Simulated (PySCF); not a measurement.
**3-ethyl-2-pentene (SMILES CCC(=CC)CC)**

Geometry (Å), atoms numbered from 1 in this order:
```xyz
21

C     0.000   -2.707    0.432
C    -0.603   -1.363    0.681
C    -0.167   -0.173    0.238
C     1.080   -0.003   -0.595
C     2.322    0.256    0.255
C    -0.905    1.094    0.587
C    -1.701    1.675   -0.579
H     0.890   -2.664   -0.210
H     0.297   -3.186    1.380
H    -0.727   -3.387   -0.043
H    -1.506   -1.362    1.306
H     1.247   -0.888   -1.228
H     0.937    0.840   -1.293
H     2.190    1.139    0.900
H     2.532   -0.601    0.913
H     3.209    0.431   -0.372
H    -0.181    1.850    0.943
H    -1.585    0.899    1.432
H    -2.477    0.969   -0.911
H    -2.194    2.617   -0.295
H    -1.057    1.890   -1.447
```

Level of theory: TDDFT CAM-B3LYP/aug-cc-pVDZ excited states, vertical, gas phase (PySCF 2.14.0). Geometry: PBE0-D3(BJ)/def2-SVP.

**Question.** Give the one- and two-photon strengths of the lowest singlets.

**Answer.** δ for parallel linear polarisation; σ at the peak of a Lorentzian of half width 0.1 eV, single beam; Ω is circular over linear.
| state | E (eV) | f | photon λ (nm) | δ (au) | σ (GM) | Ω | main |
| --- | --- | --- | --- | --- | --- | --- | --- |
| S1 | 5.87 | 0.007 | 423 | 32.8 | 0.41 | 1.46 | HOMO→LUMO 0.78, HOMO→LUMO+2 0.10 |
| S2 | 6.31 | 0.071 | 393 | 109 | 1.59 | 0.48 | HOMO→LUMO+1 0.43, HOMO→LUMO+3 0.26 |
| S3 | 6.47 | 0.009 | 383 | 108 | 1.65 | 1.48 | HOMO→LUMO+2 0.56, HOMO→LUMO+1 0.24 |
| S4 | 6.48 | 0.013 | 383 | 156 | 2.40 | 0.50 | HOMO→LUMO+3 0.63, HOMO→LUMO+1 0.19 |
| S5 | 6.79 | 0.264 | 365 | 11.9 | 0.20 | 1.16 | HOMO→LUMO+4 0.43, HOMO→LUMO+9 0.27 |
| S6 | 7.10 | 0.010 | 349 | 89.6 | 1.66 | 0.69 | HOMO→LUMO+6 0.48, HOMO→LUMO+7 0.14 |

Among these, the strongest one-photon state is S5, the strongest two-photon state S4, with a dipole change of 0.7 D (relaxed, norm of the difference vector).
